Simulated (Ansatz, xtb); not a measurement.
## Relative energy of two isomers of C5H2ClNS

We compare I, `C#Cc1nc(Cl)cs1`, a singlet, with II, `N#Cc1ccc(Cl)s1`, a singlet. Both are isolated molecules in the gas phase, relaxed with PBE0-D3(BJ)/def2-SVP.

I (Å):

```yaml
atoms:
  - { symbol: C, position_ang: [-2.5774, 0.0703, 0.7705] }
  - { symbol: C, position_ang: [-1.6114, -0.5715, 0.4167] }
  - { symbol: C, position_ang: [-0.4577, -1.2857, 0.0072] }
  - { symbol: C, position_ang: [0.8277, -2.9197, -0.6603] }
  - { symbol: C, position_ang: [1.7952, -1.9448, -0.6078] }
  - { symbol: Cl, position_ang: [1.1414, -4.5400, -1.1308] }
  - { symbol: N, position_ang: [-0.4240, -2.5520, -0.3183] }
  - { symbol: S, position_ang: [1.0841, -0.4760, -0.0963] }
  - { symbol: H, position_ang: [-3.4423, 0.6270, 1.0828] }
  - { symbol: H, position_ang: [2.8535, -2.0356, -0.8416] }
```

II (Å):

```yaml
atoms:
  - { symbol: C, position_ang: [1.1837, 0.4598, -0.1849] }
  - { symbol: C, position_ang: [0.5151, -0.7869, -0.1855] }
  - { symbol: C, position_ang: [-0.8114, -1.0347, 0.1025] }
  - { symbol: C, position_ang: [-1.1485, -2.4046, 0.0063] }
  - { symbol: C, position_ang: [-0.0677, -3.1721, -0.3547] }
  - { symbol: Cl, position_ang: [-0.0406, -4.8620, -0.5807] }
  - { symbol: N, position_ang: [1.7379, 1.4799, -0.1861] }
  - { symbol: S, position_ang: [1.3668, -2.2459, -0.5809] }
  - { symbol: H, position_ang: [-1.5111, -0.2443, 0.3739] }
  - { symbol: H, position_ang: [-2.1379, -2.8211, 0.1914] }
```

Question: Which of the two would you expect CCSD(T)/def2-SVP + ΔMP2/def2-TZVPP electronic energies to favour?

Answer: Structure II; the calculation gives E(II) − E(I) = −136.0 kJ/mol.

Level by level:

```tsv
level	geometry	E(II) − E(I) (kJ/mol)	departure from the last row (kJ/mol)	job, with rough time for the two
GFN2-xTB	GFN2-xTB	−46.8	+89.3	optimisation, 0.22 s
HF/STO-3G	GFN2-xTB	−185.3	−49.3	single point, 1.1 s
r2SCAN-D4/def2-SVP	GFN2-xTB	−129.5	+6.5	single point, 5.1 s
PBE0-D3(BJ)/def2-SVP	PBE0-D3(BJ)/def2-SVP	−132.3	+3.7	optimisation, 56 s
HF/def2-SVP	PBE0-D3(BJ)/def2-SVP	−147.0	−11.0	part of the CCSD(T) run
MP2/def2-SVP	PBE0-D3(BJ)/def2-SVP	−145.6	−9.5	part of the CCSD(T) run
CCSD(T)/def2-SVP	PBE0-D3(BJ)/def2-SVP	−143.3	−7.3	single point
CCSD(T)/def2-SVP + ΔMP2/def2-TZVPP	PBE0-D3(BJ)/def2-SVP	−136.0		single point, 84 s
```

As drawn, II has 1 C≡N, 2 C∷C in place of 1 C≡C, 2 C∷N (∷ is an aromatic bond).

The levels shown agree on the order. The largest departure from CCSD(T)/def2-SVP + ΔMP2/def2-TZVPP is that of GFN2-xTB, 89.3 kJ/mol. The last row adds to CCSD(T) the change of the MP2 difference between the two basis sets, here +7.3 kJ/mol.

With thermal terms from frequencies at re-optimised GFN2-xTB minima (ideal gas, soft modes damped towards free rotors, one conformer each, 298.15 K, 1 atm): on the last row, ΔE + ΔZPE = −132.1, ΔH = −132.7, ΔG = −131.7 kJ/mol.

The correlated steps freeze 16 core orbitals. Run with Ansatz 0.2.0, xtb 6.7.1; the last row on 2 threads of Intel(R) Xeon(R) Processor @ 2.70GHz on a shared host.
